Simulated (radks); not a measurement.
The numbers below are computed, except where a source is named.
The lead ion Pb4+, configuration [Xe] 4f14 5d10. Code: a radial shooting solver on a logarithmic mesh with Libxc functionals. Model: Dirac Kohn-Sham, PBE, spin-unpolarised, spherical densities, finite nucleus; Fermi nuclear charge, rms radius 5.5012 fm.

Normalised radial functions P(r) = r R(r) (large component), r in bohr:

```
   r/bohr * 5d5/2 (the largest magnitude, 0.996, reaches the edge; | marks zero)
 0.001875                             *
 0.002865                             *
 0.004378                             *
 0.006637                             *
  0.01014                             *
  0.01537                             *
  0.02349                             |*
   0.0359                             |  *
  0.05441                             |    *
  0.08315                             |        *
   0.1271                             |       *
   0.1926                            *|
   0.2943                *            |
   0.4461                     *       |
   0.6817                             |             *
    1.042                             |                          *
    1.579                             |                   *
    2.413                             |      *
    3.658                             |*
```

5d5/2: eigenvalue -60.540 eV, 2 radial nodes at r = 0.185, 0.529 bohr, <r> = 1.28 bohr, 90 % of the charge inside 1.91 bohr.
